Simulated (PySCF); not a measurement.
## Calculated data, F2H2Si, F2HSi

Calculation on a computer-drawn molecule: vertical ionisation energy to the stated ion spin, frozen-core CCSD(T) at the basis limit and cheaper methods, single-reference cases, UHF for radicals, no spin-orbit; all values are single points at the evaluated structure, the first of each entry, which is the reference or a displaced copy of it and isn't optimised; the reference structure only sets the zero of the energies above reference; triples share is (T) over the correlation energy. Program: PySCF 2.14.0.

Common to all runs: charge 0; diffuse functions no; basis cc-pV(n+d)Z; reference is the Hartree-Fock double-zeta minimum; best is HF at quadruple zeta + MP2 correlation extrapolated from triple and quadruple zeta + CCSD(T) minus MP2 at triple zeta; basis step is the size of the change from the same recipe one zeta lower.

(1) F2H2Si

Evaluated structure:
```xyz
5
F2H2Si
F      0.3796     0.3342    -0.4650
Si    -0.6696    -0.1079     0.8599
F     -1.8415    -1.0032     0.2257
H      0.4100    -1.1229     1.8499
H     -1.2689     1.0546     1.3560
```

Reference structure:
```xyz
5
F2H2Si
F      0.2771     0.2921    -0.4747
Si    -0.6496    -0.1368     0.7567
F     -1.8342    -1.0389     0.1720
H      0.1443    -0.9490     1.6765
H     -1.2290     1.0686     1.3459
```

| Item | Value |
| --- | --- |
| multiplicity | 1 |
| ion multiplicity | 2 |
| ionisation energy best | 12.75 eV |
| ionisation energy basis step | 0.07784 eV |
| energy above reference best | 25.03 kcal/mol |
| energy above reference basis step | 0.6233 kcal/mol |
| ionisation energy Koopmans at triple zeta | 13.09 eV |
| ionisation energy EOM CCSD at triple zeta | 12.71 eV |
| total energy HF triple zeta | -489.1575 hartree |
| total energy CCSD(T) triple zeta | -489.8231 hartree |
| total energy best | -489.9467 hartree |
| T1 diagnostic at triple zeta | 0.01272 |
| D1 diagnostic at triple zeta | 0.02857 |
| ion T1 diagnostic at triple zeta | 0.03016 |
| ion D1 diagnostic at triple zeta | 0.1642 |
| ion spin squared at triple zeta | 0.764 |
| triples share at triple zeta | 0.02824 |
| basis functions triple zeta | 127 |
| dipole magnitude HF at triple zeta | 2.519 debye |
| dipole magnitude CCSD unrelaxed at triple zeta | 2.206 debye |
| dipole magnitude PBE at triple zeta | 1.992 debye |
| dipole magnitude r2SCAN at triple zeta | 2.082 debye |
| dipole magnitude B3LYP at triple zeta | 2.171 debye |
| dipole magnitude wB97X at triple zeta | 2.221 debye |

Drawn bonds:
```
atom  other atom  order
   1           2      1
   2           3      1
   2           4      1
   2           5      1
```

Triple zeta:
```
 method  ionisation energy (eV)  energy above reference (kcal/mol)
     HF                      12                              29.68
    PBE                   11.84                              20.33
 r2SCAN                   12.04                              23.79
  B3LYP                    12.3                              23.54
  wB97X                   12.52                              24.52
    MP2                   12.49                              25.61
   CCSD                   12.66                              25.65
CCSD(T)                   12.58                               24.9
```

(2) F2H2Si

Evaluated structure:
```xyz
5
F2H2Si
F      0.2144     0.2364    -0.3971
Si    -0.6641    -0.0997     0.7018
F     -1.7695    -1.0206     0.0787
H      0.1924    -0.7765     1.7846
H     -1.1783     1.0598     1.4176
```

Reference structure:
```xyz
5
F2H2Si
F      0.2771     0.2921    -0.4747
Si    -0.6496    -0.1368     0.7567
F     -1.8342    -1.0389     0.1720
H      0.1443    -0.9490     1.6765
H     -1.2290     1.0686     1.3459
```

| Quantity | Value |
| --- | --- |
| multiplicity | 1 |
| ion multiplicity | 2 |
| ionisation energy best | 12.52 eV |
| ionisation energy basis step | 0.03477 eV |
| energy above reference best | 13.81 kcal/mol |
| energy above reference basis step | 0.9948 kcal/mol |
| ionisation energy Koopmans at triple zeta | 12.83 eV |
| ionisation energy EOM CCSD at triple zeta | 12.47 eV |
| total energy HF triple zeta | -489.1879 hartree |
| total energy CCSD(T) triple zeta | -489.8406 hartree |
| total energy best | -489.9646 hartree |
| T1 diagnostic at triple zeta | 0.01048 |
| D1 diagnostic at triple zeta | 0.02417 |
| ion T1 diagnostic at triple zeta | 0.02182 |
| ion D1 diagnostic at triple zeta | 0.1053 |
| ion spin squared at triple zeta | 0.7851 |
| triples share at triple zeta | 0.02576 |
| basis functions triple zeta | 127 |
| dipole magnitude HF at triple zeta | 1.033 debye |
| dipole magnitude CCSD unrelaxed at triple zeta | 0.8597 debye |
| dipole magnitude PBE at triple zeta | 0.7526 debye |
| dipole magnitude r2SCAN at triple zeta | 0.793 debye |
| dipole magnitude B3LYP at triple zeta | 0.8504 debye |
| dipole magnitude wB97X at triple zeta | 0.8743 debye |

Drawn bonds:
```
atom  other atom  order
   1           2      1
   2           3      1
   2           4      1
   2           5      1
```

Triple zeta:
```
 method  ionisation energy (eV)  energy above reference (kcal/mol)
     HF                   11.84                              10.61
    PBE                    11.7                              16.01
 r2SCAN                   11.88                              13.81
  B3LYP                   12.11                              14.57
  wB97X                   12.27                              14.14
    MP2                   12.36                              14.56
   CCSD                   12.43                              13.43
CCSD(T)                   12.38                              13.93
```

(3) F2H2Si

Evaluated structure:
```xyz
5
F2H2Si
F      0.2144     0.2364    -0.3971
Si    -0.6641    -0.0997     0.7018
F     -1.7695    -1.0206     0.0787
H      0.1924    -0.7765     1.7846
H     -1.1268     0.9436     1.3458
```

Reference structure:
```xyz
5
F2H2Si
F      0.2771     0.2921    -0.4747
Si    -0.6496    -0.1368     0.7567
F     -1.8342    -1.0389     0.1720
H      0.1443    -0.9490     1.6765
H     -1.2290     1.0686     1.3459
```

| Quantity | Value |
| --- | --- |
| multiplicity | 1 |
| ion multiplicity | 2 |
| ionisation energy best | 12.68 eV |
| ionisation energy basis step | 0.03602 eV |
| energy above reference best | 21.02 kcal/mol |
| energy above reference basis step | 0.7971 kcal/mol |
| ionisation energy Koopmans at triple zeta | 13 eV |
| ionisation energy EOM CCSD at triple zeta | 12.62 eV |
| total energy HF triple zeta | -489.1769 hartree |
| total energy CCSD(T) triple zeta | -489.8292 hartree |
| total energy best | -489.9531 hartree |
| T1 diagnostic at triple zeta | 0.01042 |
| D1 diagnostic at triple zeta | 0.02414 |
| ion T1 diagnostic at triple zeta | 0.02289 |
| ion D1 diagnostic at triple zeta | 0.119 |
| ion spin squared at triple zeta | 0.7688 |
| triples share at triple zeta | 0.02558 |
| basis functions triple zeta | 127 |
| dipole magnitude HF at triple zeta | 1.188 debye |
| dipole magnitude CCSD unrelaxed at triple zeta | 1.011 debye |
| dipole magnitude PBE at triple zeta | 0.8992 debye |
| dipole magnitude r2SCAN at triple zeta | 0.9461 debye |
| dipole magnitude B3LYP at triple zeta | 0.9991 debye |
| dipole magnitude wB97X at triple zeta | 1.023 debye |

Drawn bonds:
```
atom  other atom  order
   1           2      1
   2           3      1
   2           4      1
   2           5      1
```

Triple zeta:
```
 method  ionisation energy (eV)  energy above reference (kcal/mol)
     HF                   11.95                              17.53
    PBE                   11.84                              24.15
 r2SCAN                   12.03                              21.26
  B3LYP                   12.26                              21.75
  wB97X                   12.42                              21.48
    MP2                   12.48                              21.52
   CCSD                   12.58                              20.52
CCSD(T)                   12.52                               21.1
```

(4) F2HSi

Evaluated structure:
```xyz
4
F2HSi
F     -1.8542    -1.7763    -4.3793
Si    -0.7455    -1.0188    -3.4987
F     -1.1570     0.5331    -3.4733
H     -0.8172    -1.5381    -2.1197
```

Reference structure:
```xyz
4
F2HSi
F     -1.8542    -1.7763    -4.3793
Si    -0.7455    -1.0188    -3.4987
F     -1.1570     0.5331    -3.4733
H     -0.8172    -1.5381    -2.1197
```

| Item | Value |
| --- | --- |
| multiplicity | 2 |
| ion multiplicity | 1 |
| ionisation energy best | 9.68 eV |
| ionisation energy basis step | 0.06677 eV |
| energy above reference best | 0 kcal/mol |
| energy above reference basis step | 0 kcal/mol |
| total energy HF triple zeta | -488.5748 hartree |
| total energy CCSD(T) triple zeta | -489.2023 hartree |
| total energy best | -489.3230 hartree |
| T1 diagnostic at triple zeta | 0.01413 |
| D1 diagnostic at triple zeta | 0.04962 |
| spin squared at triple zeta | 0.7543 |
| ion T1 diagnostic at triple zeta | 0.01867 |
| ion D1 diagnostic at triple zeta | 0.06298 |
| triples share at triple zeta | 0.02833 |
| basis functions triple zeta | 113 |
| dipole magnitude HF at triple zeta | 1.748 debye |
| dipole magnitude CCSD unrelaxed at triple zeta | 1.45 debye |
| dipole magnitude PBE at triple zeta | 1.253 debye |
| dipole magnitude r2SCAN at triple zeta | 1.333 debye |
| dipole magnitude B3LYP at triple zeta | 1.432 debye |
| dipole magnitude wB97X at triple zeta | 1.444 debye |

Drawn bonds:
```
atom  other atom  order
   1           2      1
   2           3      1
   2           4      1
```

Triple zeta:
```
 method  ionisation energy (eV)  energy above reference (kcal/mol)
     HF                   9.702                                  0
    PBE                   9.444                                  0
 r2SCAN                   9.704                                  0
  B3LYP                   9.688                                  0
  wB97X                   9.623                                  0
    MP2                   9.512                                  0
   CCSD                   9.618                                  0
CCSD(T)                   9.556                                  0
```

(5) F2HSi

Evaluated structure:
```xyz
4
F2HSi
F     -1.8483    -1.6798    -4.3261
Si    -0.8317    -0.9412    -3.5165
F     -1.2743     0.3779    -3.5364
H     -0.8124    -1.5725    -2.0854
```

Reference structure:
```xyz
4
F2HSi
F     -1.8542    -1.7763    -4.3793
Si    -0.7455    -1.0188    -3.4987
F     -1.1570     0.5331    -3.4733
H     -0.8172    -1.5381    -2.1197
```

| Quantity | Value |
| --- | --- |
| multiplicity | 2 |
| ion multiplicity | 1 |
| ionisation energy best | 8.894 eV |
| ionisation energy basis step | 0.05134 eV |
| energy above reference best | 29.7 kcal/mol |
| energy above reference basis step | 1.911 kcal/mol |
| total energy HF triple zeta | -488.5373 hartree |
| total energy CCSD(T) triple zeta | -489.1542 hartree |
| total energy best | -489.2756 hartree |
| T1 diagnostic at triple zeta | 0.01228 |
| D1 diagnostic at triple zeta | 0.04238 |
| spin squared at triple zeta | 0.7553 |
| ion T1 diagnostic at triple zeta | 0.01472 |
| ion D1 diagnostic at triple zeta | 0.04787 |
| triples share at triple zeta | 0.02621 |
| basis functions triple zeta | 113 |
| dipole magnitude HF at triple zeta | 0.8081 debye |
| dipole magnitude CCSD unrelaxed at triple zeta | 0.6407 debye |
| dipole magnitude PBE at triple zeta | 0.5326 debye |
| dipole magnitude r2SCAN at triple zeta | 0.5697 debye |
| dipole magnitude B3LYP at triple zeta | 0.629 debye |
| dipole magnitude wB97X at triple zeta | 0.626 debye |

Drawn bonds:
```
atom  other atom  order
   1           2      1
   2           3      1
   2           4      1
```

Triple zeta:
```
 method  ionisation energy (eV)  energy above reference (kcal/mol)
     HF                   8.811                              23.53
    PBE                   8.746                              34.11
 r2SCAN                    8.97                              29.92
  B3LYP                    8.93                              31.18
  wB97X                   8.833                              30.44
    MP2                   8.749                              31.18
   CCSD                   8.818                              29.16
CCSD(T)                   8.785                              30.17
```
